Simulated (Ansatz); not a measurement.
Species: sum formula H₂SiO₃F (charge -1, singlet). It need not be the lowest isomer of its formula. Whether it binds its extra electron was not tested at this geometry. 
Coordinates optimised at B3LYP-D3(BJ)/def2-TZVP (Ansatz, an electronic-structure program):
```
Si
O 1 1.5505
F 1 1.6346 2 117.56
O 1 1.6863 2 115.09 3 118.62
H 4 0.9608 1 106.59 2 2.42
O 1 1.6863 2 115.09 5 121.74
H 6 0.9608 1 106.59 2 -2.42
```
Charge -1, spin multiplicity 1.

Basis-set convergence of Hartree-Fock and MP2 correlation energies (hartree) with Ansatz. Valence correlation only, unless marked. Spin-orbit coupling is left out. Non-relativistic. This anion needs diffuse functions, which these sets lack.

```csv
basis,functions,E(HF),"E(corr, MP2)"
cc-pV(D+d)Z,89,-614.36830,-0.84338
cc-pV(T+d)Z,187,-614.52459,-1.10058
cc-pV(Q+d)Z,344,-614.56288,-1.19726
cc-pV(5+d)Z,574,[?],[?]
```

Task: Fill in the missing entries.

Result: 
- cc-pV(5+d)Z, E(HF): -614.57195
- cc-pV(5+d)Z, E(corr, MP2): -1.23789
